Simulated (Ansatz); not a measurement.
Isolated molecules relaxed with PBE0-D4/def2-TZVP in Ansatz; ΔE leaves out vibrations. CCSD(T)/CBS adds triple-zeta CCSD(T) − MP2 to the extrapolated MP2 energy (def2 sets, frozen cores). This one scheme is used for every species. Functionals use def2-TZVPP. For Br outer-core shells are correlated without core-valence functions, which leaves a few kJ/mol of doubt a bond. Scalar relativity is left out up to krypton. Each species was taken in one conformer, which may not be the lowest.

`N[SiH](F)P` + HBr → `N[SiH](F)Br` + PH₃  (cleavage of the Si–P bond)

`N[SiH](F)P`:

Z-matrix (Å, degrees):
```
Si
F 1 1.607
P 1 2.240 2 105.0
N 1 1.696 2 114.5 3 -117.5
H 1 1.481 2 105.5 3 124.8
H 3 1.420 1 93.6 2 61.3
H 3 1.420 1 93.0 2 155.6
H 4 1.007 1 122.1 2 73.6
H 4 1.007 1 121.9 2 -82.6
```

HBr:

Cartesian coordinates in Å:
```
Br 0.157 0.362 -0.591
H -0.157 -0.362 0.591
```

`N[SiH](F)Br`:

Cartesian coordinates in Å:
```
N 0.922 -0.038 -0.563
Si -0.578 -0.061 0.206
F -0.715 -1.152 1.360
Br -0.871 1.892 1.187
H 1.721 0.430 -0.171
H 1.172 -0.723 -1.257
H -1.650 -0.348 -0.761
```

PH₃:

```xyz
4

P     0.474    0.137    0.307
H    -0.701    0.935    0.298
H    -0.253   -1.067    0.502
H     0.480   -0.005   -1.106
```

```tsv
level	ΔE (eV)
revPBE-D4	-0.71
BHLYP-D4	-0.88
B2PLYP	-0.84
PBE-QIDH	-0.83
LC-ωPBE	-0.79
CCSD/def2-SVP	-0.83
CCSD/def2-TZVPP	-0.84
MP2/def2-QZVPP	-0.87
```

Problem. What does CCSD(T)/CBS give? (An estimate is asked.)

Solution. The calculation gave: -0.83 eV. The listed levels differ from it by 0.12, -0.05, -0.01, 0.00, 0.04, 0.00, -0.01, -0.04 eV.

Largest T1 diagnostic among the species: 0.013.

From PBE to PBE0 (25 % exact exchange), in def2-TZVPP and without D4, ΔE moves by −0.05 eV. In def2-TZVPP, CCSD(T) changes the Hartree–Fock value by +0.17 eV (the triples alone add +0.02 eV) and MP2 by +0.12 eV.
